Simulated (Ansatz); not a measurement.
Program: Ansatz. Geometries: PBE0-D4/def2-TZVP. ΔE: electronic, gas phase. CBS: MP2 limit from def2 TZ/QZ plus the TZ coupled-cluster correction, frozen cores. This one scheme is used for every species. DFT in def2-TZVPP. One conformer a species, not always the lowest.

Consider the ligand exchange at the Si–S bond: `[SiH3]S[SiH2]S` + `[SiH3]S` → `[SiH3]S[SiH2]S[SiH3]` + H₂S.

**Question.** Is it downhill or uphill in electronic energy at CCSD(T)/CBS, and by how much? (Best estimate.)

**Answer.** Computed: Downhill: ΔE = -3.9 kcal/mol.

**Question.** What do these levels give: PBE, SCS-MP2/def2-TZVPP, CCSD(T)/def2-TZVPP, HF/def2-QZVPP, SCS-MP2/def2-QZVPP, MP2/CBS(def2)? (An estimate is asked.)

**Answer.** Computed: PBE -1.7, SCS-MP2/def2-TZVPP -3.6, CCSD(T)/def2-TZVPP -3.6, HF/def2-QZVPP -0.8, SCS-MP2/def2-QZVPP -3.7, MP2/CBS(def2) -4.7 kcal/mol.

Largest T1 diagnostic among the species: 0.012.

In def2-TZVPP, CCSD(T) changes the Hartree–Fock value by −2.7 kcal/mol (the triples alone add −0.5 kcal/mol) and MP2 by −3.5 kcal/mol. The D4 term adds −3.2 kcal/mol with B3LYP and −1.8 kcal/mol with PBE0; it sums over pairs of atoms, weighted by their polarisabilities, and B3LYP, whose exchange is more repulsive, gets the larger term.

B3LYP here is the variant with VWN-RPA as its local correlation; programs differ in this.
